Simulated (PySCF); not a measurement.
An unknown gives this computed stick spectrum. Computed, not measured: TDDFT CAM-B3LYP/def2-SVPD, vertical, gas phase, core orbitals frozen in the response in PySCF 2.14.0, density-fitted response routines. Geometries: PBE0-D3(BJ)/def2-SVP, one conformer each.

| state | E (eV) | f |
| --- | --- | --- |
| S1 | 7.08 | 0.015 |
| S2 | 7.26 | 0.0046 |
| S3 | 7.71 | 0.012 |
| S4 | 7.86 | 0.030 |
| S5 | 7.91 | 0.016 |
| S6 | 8.00 | 0.018 |
| S7 | 8.19 | 0.0014 |
| S8 | 8.33 | 0.0097 |
| S9 | 8.40 | 0.0060 |
| S10 | 8.49 | 0.027 |

Triplets computed (Tamm–Dancoff): 6.92, 7.16, 7.48, 7.58 eV.

Problem. Which structure fits? All have the formula C5H11BO3.
A. `C(OB(O)OC=C)(C)C`
B. `[C@H]1(B(O)O)C[C@@H](OC)C1`
C. `CC(C)[C@H]1COB(O)O1`

Solution. B. Its S1 lies at 7.08 eV; the nearest of the others has S1 at 7.34 eV. S1 is HOMO→LUMO+1 (55%), HOMO→LUMO (24%), HOMO→LUMO+2 (14%). Löwdin shares by element: HOMO oxygen 47% or more, carbon 30% or more (atoms not listed hold the other 23%); LUMO boron 46%, oxygen 22% or more, hydrogen 8% or more (atoms not listed hold the other 24%). At the same level the other candidates give, for their lowest levels:
- `CC(C)[C@H]1COB(O)O1`: 7.34 eV (f 0.000); 8.00 eV (f 0.012); 8.23 eV (f 0.009); 8.38 eV (f 0.045); 8.62 eV (f 0.017); T1 7.20 eV; HOMO -9.48, LUMO 0.70 eV
- `C=COB(O)OC(C)C`: 6.44 eV (f 0.018); 6.89 eV (f 0.260); 7.26 eV (f 0.013); 7.46 eV (f 0.012); 8.04 eV (f 0.002); T1 4.28 eV; HOMO -8.27, LUMO 0.75 eV

Shape of the structure used: `[CH3:1][O:2][C@H:3]1[CH2:4][C@@H:5]([B:6]([OH:7])[OH:8])[CH2:9]1`: C1–O2–C3–C4 73°, C4–C5–B6–O7 -37°, H–O7–B6–C5 180°, H–O8–B6–C5 -1°.

Without π bonds the low states are Rydberg-like; a valence basis with one diffuse set may place them up to an eV too high.
